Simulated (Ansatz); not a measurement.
```xyz
16

N    -0.993   -1.034   -0.112
C    -0.426    0.322   -0.472
Si   -1.326    1.720    0.430
N     0.936    0.423   -0.033
C     1.877   -0.375   -0.826
O     2.006   -1.663   -0.257
In    0.878   -1.196    1.371
H    -1.999   -1.033    0.023
H    -0.779   -1.715   -0.836
H    -0.509    0.471   -1.560
H    -0.870    3.027   -0.092
H    -1.023    1.592    1.883
H    -2.808    1.610    0.266
H     2.854    0.127   -0.833
H     1.525   -0.443   -1.871
H     0.658   -1.832    2.919
```

The species carries charge 0 and has multiplicity 1. In takes the def2 core potential.

Problem. List the B3LYP/def2-TZVPP orbital energies in eV (Ansatz). (An estimate is asked.)

Solution. The calculation gave: Occupied: -1798.90, -518.99, -390.65, -388.58, -278.35, -277.96, -143.47, -127.04, -98.79, -98.78, -98.77, -83.66, -83.56, -83.43, -26.45, -25.35, -23.08, -20.73, -20.71, -20.69, -20.63, -20.35, -18.04, -15.97, -15.07, -14.00, -13.56, -12.53, -11.81, -11.16, -10.46, -9.70, -9.54, -9.09, -8.90, -7.87, -7.47, -6.47, -5.84. Lowest empty: -0.88, -0.55, -0.37, 0.45, 0.69, 0.92, 1.14, 1.49.

B3LYP here is the variant with VWN-RPA as its local correlation; programs differ in this.
